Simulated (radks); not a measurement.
The numbers below are computed, except where a source is named.
All-electron atom: Ge20+ in [Ne] 3s2.

Level of theory: non-relativistic Kohn-Sham, TPSS, spin-polarised, spherical densities, point nucleus; meta-GGA in the generalised Kohn-Sham scheme (a radial shooting solver on a logarithmic mesh with Libxc functionals).

Energy parts (Ry):
| part | energy |
|---|---|
| total | -3691.48417 |
| kinetic | 3690.52872 |
| electron-nucleus | -7970.13958 |
| Hartree | 695.91791 |
| exchange-correlation | -107.79122 |

Orbitals (lengths in bohr, moments of r in powers of bohr):
orbital  occ.  eigenvalue (Ry)      <r>
1s          2        -856.9888  0.04781
2s          2        -157.4381   0.2104
2p          6        -147.0674   0.1820
3s          2        -59.37217   0.5250
3p          0        -55.96140   0.5099
4s          0        -30.79691   0.9893

The highest occupied level is 3s at -807.80 eV. Virial ratio -V/T = 2.00026. For comparison, the ionisation energy in NIST's Atomic Spectra Database is 837 eV (semi-empirical). In exact Kohn-Sham theory the highest level is minus the ionisation energy, but local and semilocal functionals leave it too shallow, through self-interaction and a potential that decays too fast; potentials with the right tail come closer. Summed over all electrons, <r^2> = 0.9772 bohr^2, which gives a Langevin (diamagnetic) susceptibility term of -0.774 x 10^-6 cm^3/mol. The density falls to 0.001 e/bohr^3 at r = 1.24 bohr. The electron density at the nucleus is 2.271e+04 e/bohr^3.
